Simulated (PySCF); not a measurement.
SMILES CS[C@@H]1C[C@]1(S)C#N, C₅H₇NS₂

Geometry:
```tsv
atom	x (Å)	y (Å)	z (Å)
C1	2.278	0.398	0.108
S2	1.252	0.193	-1.377
C3	-0.094	-0.743	-0.650
C4	-1.474	-0.540	-1.178
C5	-1.133	-0.032	0.198
S6	-1.840	-0.947	1.603
C7	-1.029	1.360	0.448
N8	-0.930	2.470	0.711
H9	1.751	1.018	0.828
H10	2.511	-0.578	0.526
H11	3.188	0.893	-0.213
H12	0.195	-1.735	-0.325
H13	-2.134	-1.392	-1.244
H14	-1.614	0.198	-1.955
H15	-0.931	-0.555	2.498
```

Computed with PySCF 2.14.0, TDDFT B3LYP/def2-SVPD circular dichroism and optical rotation, one conformer, gas phase. Geometry: GFN2-xTB.

The molecule is flexible and this is one conformer; a measurement averages over conformers. States above about 6.7 eV (minus the energy of the highest occupied orbital) lie near or above the ionisation threshold and depend on the basis.

(1) Draw the ECD and absorption spectra from the lowest 12 states, each a Gaussian of half-width 0.3 eV at 1/e height.

Answers

(1) 
| E (eV) | λ (nm) | Δε (L mol⁻¹ cm⁻¹) | ε (L mol⁻¹ cm⁻¹) |
| --- | --- | --- | --- |
| 4.40 | 282 | -0.73 | 66.2 |
| 4.50 | 275 | -1.99 | 180 |
| 4.60 | 269 | -4.31 | 393 |
| 4.70 | 264 | -7.48 | 689 |
| 4.80 | 258 | -10.32 | 975 |
| 4.90 | 253 | -11.19 | 1120 |
| 5.00 | 248 | -9.24 | 1080 |
| 5.10 | 243 | -5.27 | 898 |
| 5.20 | 238 | -1.20 | 705 |
| 5.30 | 234 | +1.20 | 586 |
| 5.40 | 230 | +1.33 | 586 |
| 5.50 | 225 | -0.06 | 738 |
| 5.60 | 221 | -1.47 | 1050 |
| 5.70 | 217 | -1.71 | 1480 |
| 5.80 | 214 | -0.79 | 1940 |
| 5.90 | 210 | +0.36 | 2370 |
| 6.00 | 207 | +1.19 | 2830 |
| 6.10 | 203 | +2.28 | 3390 |
| 6.20 | 200 | +4.90 | 4080 |
| 6.30 | 197 | +9.82 | 4780 |
| 6.40 | 194 | +16.26 | 5300 |
| 6.50 | 191 | +21.77 | 5420 |
| 6.60 | 188 | +23.44 | 5010 |

Δε uses R in velocity form, ε uses f in length form. Only the states computed contribute, so the short-wavelength end is incomplete.
